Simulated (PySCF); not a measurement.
Vertical excitations of a molecule C5H8S from TDA-PBE/def2-SVPD in PySCF 2.14.0, as energy in eV (oscillator strength): 4.32 (0.018), 4.55 (0.047), 5.10 (0.003), 5.33 (0.009), 5.46 (0.000), 5.80 (0.000), 5.95 (0.007), 6.08 (0.011), 6.22 (0.054), 6.33 (0.006). Lowest triplet (TDA): 3.83 eV. Geometry optimised at PBE0-D3(BJ)/def2-SVP. One conformer was computed; it need not be the lowest.

### Question
Which structure fits?
A. C=C1CCCS1
B. C[C@H]1C=CSC1
C. C/C=C1/CCS1
D. C=C=C(C)SC

### Answer
D, C=C=C(C)SC
